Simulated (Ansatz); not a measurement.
Consider the hydrogenolysis of a B–S bond: `NB(S)O[SiH3]` + H₂ → `NBO[SiH3]` + H₂S.

Isolated molecules relaxed with PBE0-D4/def2-TZVP in Ansatz; ΔE leaves out vibrations. CCSD(T)/CBS adds triple-zeta CCSD(T) − MP2 to the extrapolated MP2 energy (def2 sets, frozen cores). This one scheme is used for every species. DFT in def2-TZVPP. Each species was taken in one conformer, which may not be the lowest.

Question: Is it downhill or uphill in electronic energy at CCSD(T)/CBS, and by how much? (Best estimate.)

Answer: Computed: Uphill: ΔE = +32.6 kJ/mol.

Question: What do these levels give: r2SCAN0-D4, B2PLYP, revPBE, r2SCANh, HF/def2-TZVPP, CCSD(T)/def2-TZVPP? (Best estimate.)

Answer: The calculation gave: r2SCAN0-D4 35.8, B2PLYP 25.4, revPBE 25.6, r2SCANh 35.3, HF/def2-TZVPP 8.0, CCSD(T)/def2-TZVPP 29.6 kJ/mol.

Largest T1 diagnostic among the species: 0.012.

In def2-TZVPP, CCSD(T) changes the Hartree–Fock value by +21.6 kJ/mol (the triples alone add +5.6 kJ/mol) and MP2 by +29.9 kJ/mol. At CCSD(T), def2-SVP lies −6.1 kJ/mol from the extrapolated value and def2-TZVPP −2.9 kJ/mol. From r2SCAN to r2SCAN0 (25 % exact exchange), in def2-TZVPP and without D4, ΔE moves by −3.3 kJ/mol.
